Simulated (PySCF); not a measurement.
A small calculation by hand: oscillator strength and radiative lifetime

C3H10OSi2, SMILES C=C[SiH2]CO[SiH3].

Geometry optimised at ωB97X-D3(BJ)/def2-SVP. The structure was generated by enumeration, and PubChem lists no compound with its InChIKey, so it may never have been made. The values are those of a single conformer.

TDA-B3LYP/def2-SVPD run with PySCF 2.14.0 puts the first singlet state with f over 0.02 at 6.32 eV (vertical), with the transition dipole (0.522, -0.284, 0.008) in atomic units.

**Question.** Find the oscillator strength, the wavelength and the radiative lifetime that this transition would have in vacuum if emission retraced absorption.

**Answer.** 
|μ|² = 0.3532 au, so |μ| = 1.51 D. ΔE = 6.32/27.211 = 0.2323 hartree. f = (2/3) ΔE |μ|² = 0.055 (the program prints 0.055).
λ = 1239.84/6.32 = 196 nm; ν = 50974 cm⁻¹.
Einstein's coefficient A = 0.6670 ν² f s⁻¹ (ν in cm⁻¹) = 9.5e7 s⁻¹, so τ = 1/A = 11 ns. This state is S1. The figure is the radiative limit of this one transition; relaxation, internal conversion, crossing to triplets and a medium change what is measured.
